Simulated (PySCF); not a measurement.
Geometry (Å), atoms numbered from 1 in this order:
```xyz
20

Si    2.095   -1.034    1.137
N     1.235    0.140    0.172
Si    2.046    1.503   -0.560
C    -0.138   -0.015   -0.020
C    -0.706   -1.282   -0.141
C    -2.066   -1.434   -0.329
C    -2.893   -0.326   -0.404
C    -2.341    0.937   -0.286
C    -0.981    1.093   -0.094
H     1.171   -1.514    2.163
H     2.580   -2.139    0.301
H     3.225   -0.329    1.734
H     2.034    2.661    0.342
H     3.421    1.080   -0.807
H     1.352    1.802   -1.811
H    -0.065   -2.150   -0.105
H    -2.482   -2.428   -0.424
H    -3.956   -0.447   -0.552
H    -2.974    1.812   -0.336
H    -0.562    2.081    0.019
```

Single conformer, gas phase, one averaged value for each set of equivalent atoms, no relativistic terms. PBE0/pcSseg-1 with gauge-including orbitals; coordinates at the GFN2-xTB level; PySCF.

List the cross peaks expected in HSQC, COSY and HMBC spectra.

## Answers



HSQC (one-bond C–H):
| δH | δC |
| --- | --- |
| 7.55 (H17/H19) | 134.3 (C6/C8) |
| 7.18 (H18) | 125.6 (C7) |
| 7.09 (H16/H20) | 125.5 (C5/C9) |

COSY cross peaks (H two or three bonds apart, from the bond graph; peaks can be absent where the dihedral angle is near 90°):
| δH | δH |
| --- | --- |
| 7.55 (H17/H19) | 7.18 (H18) |
| 7.55 (H17/H19) | 7.09 (H16/H20) |

HMBC (two and three bonds, from the bond graph):
| δH | δC |
| --- | --- |
| 7.55 (H17/H19) | 157.9 (C4), 134.3 (C6/C8), 125.6 (C7), 125.5 (C5/C9) |
| 7.18 (H18) | 134.3 (C6/C8), 125.5 (C5/C9) |
| 7.09 (H16/H20) | 157.9 (C4), 134.3 (C6/C8), 125.6 (C7), 125.5 (C5/C9) |
| 4.92 (H10/H11/H12/H13/H14/H15) | 157.9 (C4) |

Chemical shifts δ = σref − σ; TMS for $^{1}$H (σ = 31.72 ppm), $^{13}$C (σ = 186.93 ppm), all at this level.

Short H···H contacts in this conformer between protons four or more bonds apart (candidates for NOE cross peaks, intensity ∝ r⁻⁶): H10···H16 2.66 Å.

Shifts are as computed. Against solution values, carbons near 30 ppm lie about +3 ppm off and those near 130 ppm about +5 ppm. Of 1211 compounds with measured shifts, 218 miss one by over three times the rms of a fit or turn the order of signals round; such compounds aren't used in these exercises.
